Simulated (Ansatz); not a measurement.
`CC[Te][SiH3]` + H₂ → `CC[TeH]` + SiH₄ at 298.15 K and 1 bar (hydrogenolysis of a Te–Si bond).

Isolated molecules relaxed with PBE0-D4/def2-TZVP in Ansatz; ΔE leaves out vibrations. CCSD(T)/CBS adds triple-zeta CCSD(T) − MP2 to the extrapolated MP2 energy (def2 sets, frozen cores). This one scheme is used for every species. Elements past krypton have def2 core potentials. For Te outer-core shells are correlated without core-valence functions, which leaves a few kJ/mol of doubt a bond. One conformer a species, not always the lowest.

```
       species  CCSD(T)/CBS energy (Eh)  H − E (kJ/mol)  S (J/(mol·K))
`CC[Te][SiH3]`               -637.73763           259.9          375.7
            H₂                 -1.17544            35.1          130.4
     `CC[TeH]`               -347.43450           204.8          311.9
          SiH₄               -291.46306            92.1          204.8
```

H − E and S are ideal-gas, rigid-rotor, harmonic terms from PBE0-D4/def2-TZVP, for one conformer and one mirror image of each species. The MP2-based limit puts H₂ 0.8 mEh under its directly extrapolated value; such offsets cancel only in part. 1 Eh = 2625.50 kJ/mol, R = 8.31446 J/(mol·K).

By hand: ΔE, ΔH, ΔS and ΔG.

ΔE = (-347.43450) + (-291.46306) − (-637.73763) − (-1.17544) = 0.01551 Eh = 40.7 kJ/mol. Δ(H − E) = 204.8 + 92.1 − 259.9 − 35.1 = 1.9, so ΔH = 42.6 kJ/mol. ΔS = 311.9 + 204.8 − 375.7 − 130.4 = 10.6 J/(mol·K). ΔG = 42.6 − 298.15 × (10.6)/1000 = 39.4 kJ/mol.

By hand: the equilibrium constant, and the temperature at which ΔG would vanish if ΔH and ΔS stayed fixed.

log₁₀ K = −ΔG/(RT ln 10) = -6.9. ΔG = 0 at ΔH/ΔS = 4019 K, far beyond where these terms or the molecules hold.

The number of gas molecules stays the same, so ΔS is small and ΔH decides. A doubt of 5 kJ/mol in ΔE shifts log₁₀ K by 0.9 here. Other conformers and mirror images would add mixing entropy, several J/(mol·K) or more a flexible species. Modes under 60 cm⁻¹, often nearly free rotors, make the harmonic entropy too high. These are equilibria of isolated gas molecules and say nothing of rates. Largest T1 diagnostic: 0.011 (customary marks: 0.02 for closed shells, 0.045 for open ones).
